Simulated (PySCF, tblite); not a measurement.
Isomers of C7H7N2 (doublet state). Method: GFN2-xTB as coded in tblite; computed harmonic values from a numerical Hessian at the method's own geometry, unscaled. Against measured fundamentals such values can be off by several per cent, at times by over 20. One conformer each. Open shells enter through the occupations alone, without spin polarisation, and single modes of such species can be off by tens of per cent.

Electronic energies: B3LYP/pcH-1 single points on the GFN2-xTB geometries (PySCF, gas phase).

```json
{"SMILES": "[CH2]/N=C/[C@H](C#N)C#CC", "electronic energy, lowest = 0 (kcal/mol)": "48.9"}
{"SMILES": "C=Nc1ccccc1[NH]", "electronic energy, lowest = 0 (kcal/mol)": "0.0"}
{"SMILES": "CC#C[C](C#N)/C=N/C", "electronic energy, lowest = 0 (kcal/mol)": "27.4"}
```

How do GFN2-xTB zero-point energies change the relative energies?

```tsv
SMILES	ZPE (kcal/mol)	of it from modes above 1550 cm⁻¹	electronic (kcal/mol)	with ZPE, lowest = 0 (kcal/mol)	lowest mode (cm⁻¹)	rings
C=Nc1ccccc1[NH]	75.7	35.6	0.0	0.0	108	1
CC#C[C](C#N)/C=N/C	73.2	38.3	27.4	24.9	14i	0
[CH2]/N=C/[C@H](C#N)C#CC	72.6	39.1	48.9	45.8	19i	0
```

The zero-point energies span 3.1 kcal/mol, from `[CH2]/N=C/[C@H](C#N)C#CC` to `C=Nc1ccccc1[NH]`. Slightly imaginary modes are left out of the zero-point energy: `CC#C[C](C#N)/C=N/C` 13.9i cm⁻¹ and `[CH2]/N=C/[C@H](C#N)C#CC` 19.1i cm⁻¹. The order is unchanged.

And how do the electronic energies of GFN2-xTB itself compare?

`C=Nc1ccccc1[NH]` 0.0; `CC#C[C](C#N)/C=N/C` 37.9; `[CH2]/N=C/[C@H](C#N)C#CC` 54.5 kcal/mol, lowest = 0. Against the energies above, taken from the same isomer `C=Nc1ccccc1[NH]`, the largest difference is 10.5 kcal/mol.
